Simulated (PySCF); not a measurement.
Cu, charge +2, doublet (a state made from the parent by changing its charge; the spin is typed, not shown lowest); M062X/6-31G** (PySCF).

The PySCF input:
```python
from pyscf import gto, scf, dft

mol = gto.Mole()
mol.atom = '''
    Cu    0.00000000    0.00000000    0.00000000
'''
mol.basis = '6-31g**'
mol.charge = 2
mol.spin = 1
mol.verbose = 4
mol.build()

mf = dft.UKS(mol)
mf.xc = 'm062x'
mf.kernel()
```

Q: Predict the main parts of the log of this PySCF run.

A: 
```
PySCF version 2.14.0

[INPUT] verbose = 4
[INPUT] num. atoms = 1
[INPUT] num. electrons = 27
[INPUT] charge = 2
[INPUT] spin (= nelec alpha-beta = 2S) = 1
[INPUT] symmetry False subgroup None
[INPUT] Mole.unit = angstrom
[INPUT] Symbol           X                Y                Z      unit          X                Y                Z       unit  Magmom
[INPUT]  1 Cu     0.000000000000   0.000000000000   0.000000000000 AA    0.000000000000   0.000000000000   0.000000000000 Bohr   0.0

nuclear repulsion = 0
number of shells = 12
number of NR pGTOs = 97
number of NR cGTOs = 34
basis = 6-31g**
ecp = {}

******** <class 'pyscf.dft.uks.UKS'> ********
method = UKS
initial guess = minao
damping factor = 0
level_shift factor = 0
DIIS = <class 'pyscf.scf.diis.CDIIS'>
diis_start_cycle = 1
diis_space = 8
diis_damp = 0
SCF conv_tol = 1e-09
SCF conv_tol_grad = None
SCF max_cycles = 50
direct_scf = True
direct_scf_tol = 1e-13
number electrons alpha = 14  beta = 13
XC library pyscf.dft.libxc version 7.1.2
    S. Lehtola, C. Steigemann, M. J. T. Oliveira, and M. A. L. Marques,  SoftwareX 7, 1–5 (2018)
XC functionals = m062x
    Y. Zhao and D. G. Truhlar,  Theor. Chem. Acc. 120, 215 (2008)
    Y. Zhao and D. G. Truhlar,  Theor. Chem. Acc. 120, 215 (2008)
radial grids:
    Treutler-Ahlrichs [JCP 102, 346 (1995); DOI:10.1063/1.469408] (M4) radial grids

becke partition: Becke, JCP 88, 2547 (1988); DOI:10.1063/1.454033
pruning grids: <function nwchem_prune>
grids dens level: 3
symmetrized grids: False
atomic radii adjust function: <function treutler_atomic_radii_adjust>
small_rho_cutoff = 0
Set gradient conv threshold to 3.16228e-05
tot grids = 20640
init E= -1639.63201800376

cycle= 1 E= -1639.05161306805  delta_E= 0.58  |g|= 0.775  |ddm|= 0.875
cycle= 2 E= -1639.07893590079  delta_E= -0.0273  |g|= 0.657  |ddm|= 0.459
cycle= 3 E= -1639.166579688  delta_E= -0.0876  |g|= 0.00934  |ddm|= 0.221
cycle= 4 E= -1639.16660657345  delta_E= -2.69e-05  |g|= 0.00126  |ddm|= 0.00479
cycle= 5 E= -1639.16660906634  delta_E= -2.49e-06  |g|= 0.000629  |ddm|= 0.00198
cycle= 6 E= -1639.16661069896  delta_E= -1.63e-06  |g|= 0.000629  |ddm|= 0.00147
cycle= 7 E= -1639.16660914967  delta_E= 1.55e-06  |g|= 0.000625  |ddm|= 0.00139
cycle= 8 E= -1639.16657378249  delta_E= 3.54e-05  |g|= 0.000556  |ddm|= 0.0352
cycle= 9 E= -1639.16655470745  delta_E= 1.91e-05  |g|= 0.000522  |ddm|= 0.024
cycle= 10 E= -1639.16652937282  delta_E= 2.53e-05  |g|= 0.000216  |ddm|= 0.0575
cycle= 11 E= -1639.16652783249  delta_E= 1.54e-06  |g|= 0.000477  |ddm|= 0.0145
cycle= 12 E= -1639.16652822706  delta_E= -3.95e-07  |g|= 0.000453  |ddm|= 0.00454
cycle= 13 E= -1639.16652836458  delta_E= -1.38e-07  |g|= 0.000745  |ddm|= 0.00145
cycle= 14 E= -1639.16652817618  delta_E= 1.88e-07  |g|= 0.000784  |ddm|= 0.00117
cycle= 15 E= -1639.16652759864  delta_E= 5.78e-07  |g|= 0.000587  |ddm|= 0.00277
cycle= 16 E= -1639.16652284668  delta_E= 4.75e-06  |g|= 0.000426  |ddm|= 0.0239
cycle= 17 E= -1639.16652204857  delta_E= 7.98e-07  |g|= 0.000201  |ddm|= 0.00582
cycle= 18 E= -1639.16652276332  delta_E= -7.15e-07  |g|= 0.000133  |ddm|= 0.00458
cycle= 19 E= -1639.16652248429  delta_E= 2.79e-07  |g|= 0.000138  |ddm|= 0.00199
cycle= 20 E= -1639.16652361519  delta_E= -1.13e-06  |g|= 0.000141  |ddm|= 0.00746
cycle= 21 E= -1639.16651967603  delta_E= 3.94e-06  |g|= 0.000198  |ddm|= 0.0262
cycle= 22 E= -1639.16652103047  delta_E= -1.35e-06  |g|= 0.000232  |ddm|= 0.0106
cycle= 23 E= -1639.16651776542  delta_E= 3.27e-06  |g|= 0.000111  |ddm|= 0.0293
cycle= 24 E= -1639.16651664807  delta_E= 1.12e-06  |g|= 0.000131  |ddm|= 0.0174
cycle= 25 E= -1639.16651662277  delta_E= 2.53e-08  |g|= 6.34e-05  |ddm|= 0.00144
cycle= 26 E= -1639.16651662239  delta_E= 3.79e-10  |g|= 0.0001  |ddm|= 0.000179
cycle= 27 E= -1639.16651654885  delta_E= 7.35e-08  |g|= 0.000127  |ddm|= 0.00112
cycle= 28 E= -1639.16651623242  delta_E= 3.16e-07  |g|= 7.7e-05  |ddm|= 0.00585
cycle= 29 E= -1639.16651564391  delta_E= 5.89e-07  |g|= 6.41e-05  |ddm|= 0.016
cycle= 30 E= -1639.16651547872  delta_E= 1.65e-07  |g|= 0.000237  |ddm|= 0.00309
cycle= 31 E= -1639.16651545027  delta_E= 2.84e-08  |g|= 3.17e-05  |ddm|= 0.00555
cycle= 32 E= -1639.16651540252  delta_E= 4.78e-08  |g|= 4.42e-05  |ddm|= 0.0035
cycle= 33 E= -1639.16651540371  delta_E= -1.19e-09  |g|= 2.48e-05  |ddm|= 0.00593
cycle= 34 E= -1639.16651541697  delta_E= -1.33e-08  |g|= 2.17e-05  |ddm|= 0.00116
cycle= 35 E= -1639.16651540056  delta_E= 1.64e-08  |g|= 2.69e-05  |ddm|= 0.0017
cycle= 36 E= -1639.16651539498  delta_E= 5.58e-09  |g|= 2.12e-05  |ddm|= 0.00147
cycle= 37 E= -1639.16651539219  delta_E= 2.79e-09  |g|= 2.08e-05  |ddm|= 0.000564
cycle= 38 E= -1639.16651539363  delta_E= -1.44e-09  |g|= 2.06e-05  |ddm|= 9.37e-05
cycle= 39 E= -1639.16651539462  delta_E= -9.88e-10  |g|= 2.06e-05  |ddm|= 0.000182
Extra cycle  E= -1639.1665153962  delta_E= -1.58e-09  |g|= 2.06e-05  |ddm|= 4.27e-05
converged SCF energy = -1639.1665153962  <S^2> = 0.75032505  2S+1 = 2.000325
```
